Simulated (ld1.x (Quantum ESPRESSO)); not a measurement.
**Which change was made? (Co, PAW)**

ld1.x (Quantum ESPRESSO) 7.5 input, shortened:

```
&input
   title='Co', zed=27., rel=0, dft='PZ', iswitch=3,
   config='[Ar] 3d7 4s2 4p0'
 /
 &inputp
   pseudotype=3, lpaw=.true., tm=.true., lloc=-1, rcloc=1.00,
   nlcc=.true., new_core_ps=.true.,
   which_augfun='BESSEL', rmatch_augfun=1.15
 /
6
4S  1  0   2.00   0.00  1.70  2.15  0.0
4S  1  0   0.00   1.00  1.70  2.15  0.0
3P  2  1   6.00   0.00  1.15  1.35  0.0
4P  3  1   0.00   0.00  1.15  1.35  0.0
3D  3  2   7.00   0.00  1.45  1.60  0.0
3D  3  2   0.00  -0.10  1.45  1.60  0.0
 &test
   configts(1)='3p6 3d7 4s2 4p0'
 /
```

Cutoffs, loose and tight: the cutoffs (Ry, on a coarse ladder) from which the occupation-weighted sum of valence levels, in a spherical-Bessel basis at the reference potential, stays within 10 and 1 mRy of its value at 400 Ry. They do not see the model core or the augmentation charge, which bear on the density cutoff. Test errors are all-electron minus pseudo excitation energies from the reference, over the configurations 3p6 3d7 4s1 4p0; 3p6 3d7 4s0 4p0; 3p6 3d6 4s0 4p0; 3p6 3d8 4s1 4p0; 3p6 3d5 4s0 4p0; 3p5 3d7 4s2 4p0; 3p6 3d8 4s0 4p0 (two spin-polarised tests are not counted in the largest error); variants that change the core or the reference have their own tests. The largest error is taken over the tests solved by every variant that gives reliable tests at all, those not shown here included: 3p6 3d7 4s0 4p0; 3p6 3d7 4s1 4p0; 3p6 3d8 4s1 4p0.

The base gives: outcome: generated, overlap not positive; bound ghosts: s (p not tested, overlap not positive); largest test error (meV): +38.

(1) After one change the result is: outcome: generated; cutoff, loose: 160 Ry; cutoff, tight: 230 Ry; bound ghosts: none; largest test error (meV): +7.6. Which change was it?
A. waves 3p (bound): rcut 0.86, rcutus 0.92 bohr; 4p (bound): rcut 0.86, rcutus 0.92 bohr
B. core [Ne], valence charge 17; reference 3s2 3p6 3d7 4s0 4p0; waves now 3s (bound): rcut 1.05, rcutus 1.10 bohr; 4s (bound): rcut 1.05, rcutus 1.10 bohr; 3p (bound): rcut 1.20, rcutus 1.40 bohr; 4p (bound): rcut 1.20, rcutus 1.40 bohr; 3d (bound): rcut 0.65, rcutus 0.90 bohr; 3d channel at -0.1 Ry: rcut 0.65, rcutus 0.90 bohr; local potential all-electron potential smoothed inside 1.00 bohr (lloc = -2); core correction Bessel-smoothed model core inside 0.85 bohr; augmentation BESSEL, radius 0.60 bohr
C. waves 3d (bound): rcut 1.36, rcutus 1.44 bohr; 3d channel at -0.1 Ry: rcut 1.36, rcutus 1.44 bohr
D. augmentation PSQ, inside the norm-conserving radii
E. local potential all-electron potential smoothed inside 1.10 bohr (lloc = -1)

Answers

(1) B. The others give: waves 3d (bound): rcut 1.36, rcutus 1.44 bohr; 3d channel at -0.1 Ry: rcut 1.36, rcutus 1.44 bohr → outcome: generated, overlap not positive; bound ghosts: s (p not tested, overlap not positive); largest test error (meV): +35 | local potential all-electron potential smoothed inside 1.10 bohr (lloc = -1) → outcome: generated, overlap not positive; bound ghosts: s (p not tested, overlap not positive); largest test error (meV): -173 | waves 3p (bound): rcut 0.86, rcutus 0.92 bohr; 4p (bound): rcut 0.86, rcutus 0.92 bohr → outcome: generated; cutoff, loose: 100 Ry; cutoff, tight: 180 Ry; bound ghosts: s; largest test error (meV): +30 | augmentation PSQ, inside the norm-conserving radii → outcome: generated, overlap not positive; bound ghosts: s (p not tested, overlap not positive); largest test error (meV): +57. A file whose overlap is not positive is unfit for use, and its test errors describe a broken file.
